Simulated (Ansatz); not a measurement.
Molecule: sum formula HSiO$_{2}$, net charge 0, doublet state. It need not be the lowest isomer of its formula. 
Geometry from a B3LYP-D3(BJ)/def2-TZVP (Ansatz, a program for electronic structure) optimisation:
```xyz
4

Si    -0.3586    -0.1016    -0.1448
O     -0.5497    -0.1792     1.3687
O      1.0441     0.3150    -0.8842
H      1.0643     0.3351    -1.8479
```
Charge 0, spin multiplicity 2.

Basis-set convergence of Hartree-Fock and MP2 correlation energies (hartree) with Ansatz. Cores are frozen in the correlated levels unless marked. UHF or UKS for open shells. Spin-orbit coupling is left out. No relativistic terms.

```json
[
 {"basis": "cc-pV(D+d)Z", "functions": "56", "E(HF)": "-439.25130", "E(corr, MP2)": "-0.45514"},
 {"basis": "cc-pV(T+d)Z", "functions": "113", "E(HF)": "___", "E(corr, MP2)": "___"}
]
```

Question: What belongs in the gaps?

Answer: 
- cc-pV(T+d)Z, E(HF): -439.33092
- cc-pV(T+d)Z, E(corr, MP2): -0.57531
